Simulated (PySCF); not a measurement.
**One molecule, a ladder of functionals, a line**

Molecule: `C=CO[SiH3]`, C2H6OSi.

Structure with atom numbers: `[CH2:1]=[CH:2][O:3][SiH3:4]` (H(Xn): hydrogen on atom n). Ha(C1) is cis to O3; Hb(C1) is trans to O3.

GIAO shieldings (ppm, equivalent atoms averaged) in PySCF on the PBE0-D3(BJ)/def2-SVP geometry, basis pcSseg-2, gas phase, non-relativistic:

| functional | exact exchange (%) | σ(O3) | σ(Si4) |
| --- | --- | --- | --- |
| BLYP | 0 | 202.0 | 358.5 |
| BP86 | 0 | 206.6 | 364.6 |
| PBE | 0 | 205.6 | 365.6 |
| B3LYP | 20 | 215.4 | 370.4 |
| PBE0 | 25 | 221.5 | 380.8 |
| mPW1PW91 | 25 | 221.4 | 379.9 |
| HF | 100 | 258.1 | 426.1 |

Q: Fit each shielding as a line in the percentage of exact exchange.

A: σ(O3) = 205.7 + 0.53 x (rms 2.0 ppm); σ(Si4) = 362.6 + 0.64 x (rms 3.0 ppm). The functionals also differ in their semilocal parts, which the line can't hold; Hartree–Fock has no correlation at all.

Q: What does the line predict for BHandHLYP (50 %), and what does the run give?

A: σ(O3): 232.2 predicted, 232.9 computed; σ(Si4): 394.6 predicted, 389.3 computed ppm.
